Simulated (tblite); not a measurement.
Distances in Å between the heavy atoms of a computed structure (GFN2-xTB; lower triangle, same order across):
```
C1    0.00
C2    1.20  0.00
C3    2.65  1.45  0.00
C4    3.50  2.45  1.49  0.00
C5    4.91  3.79  2.51  1.48  0.00
N6    5.41  4.25  2.86  2.46  1.45  0.00
C7    4.87  3.76  2.50  2.73  2.36  1.25  0.00
C8    3.49  2.47  1.55  2.46  2.92  2.47  1.50  0.00
```

Hydrogens: 1 on C1, 1 on C3, 1 on C4, 2 on C5, 1 on C7, 2 on C8.

Doublet state.

(1) Which heavy atoms are bonded, and with what formal order?

(2) Give the structure as a SMILES string.

(3) Which rings does it hold?

(4) Describe the place of each heavy atom.

## Answers

(1) C1–C2 (triple); C2–C3 (single); C3–C4 (single); C4–C5 (single); C5–N6 (single); N6–C7 (double); C7–C8 (single); C3–C8 (single).

(2) `C#CC1[CH]CN=CC1`, C7H8N. The mark at the stereocentre is left out: distances alone don't tell a structure from its mirror image.

(3) C3–C4–C5–N6–C7–C8 (6 members, 0.18 Å rms from planarity).

(4) C1: carbon bonded to C and H; C2: carbon bonded to 2 C; C3: carbon bonded to 3 C and H; C4: carbon bonded to 2 C and H; C5: carbon bonded to C, N and 2 H; N6: nitrogen bonded to 2 C; C7: carbon bonded to C, N and H; C8: carbon bonded to 2 C and 2 H.
